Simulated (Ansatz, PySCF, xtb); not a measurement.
Two conformers of CH4GeO2 (SMILES C[O][Ge][OH]), B3LYP-D3(BJ)/def2-TZVP minima.
Conformer 1 (charge 0, multiplicity 1):
```xyz
8

C     -1.245     0.463    -0.113
O      0.143     0.197    -0.017
Ge     0.813    -1.397     0.511
O      2.528    -0.907     0.361
H     -1.505     1.296     0.545
H     -1.495     0.742    -1.140
H     -1.860    -0.400     0.168
H      2.621     0.007     0.061
```
Conformer 2 (charge 0, multiplicity 1):
```xyz
8

C      0.9127    -0.4027     0.4672
O      0.6603     0.9891     0.4305
Ge    -0.9049     1.8130     0.0866
O     -2.0124     0.4145    -0.1856
H      0.3167    -0.9035     1.2384
H      0.7069    -0.8786    -0.4981
H      1.9671    -0.5570     0.7018
H     -1.6464    -0.4747    -0.1150
```

No zero-point or thermal terms.

Programs: Ansatz (an electronic-structure program) with Gaussian orbitals; PySCF for the dispersion terms; xtb for the GFN methods. 

### Question
One of these levels gives 1.20 kcal/mol for the electronic energy of conformer 2 less that of conformer 1. Name it.
A) PBE-D3(BJ)/def2-TZVPP
B) HF/cc-pVTZ
C) GFN1-xTB

### Answer
A, PBE-D3(BJ)/def2-TZVPP. The others give -1.28 (GFN1-xTB), 1.58 (HF/cc-pVTZ)
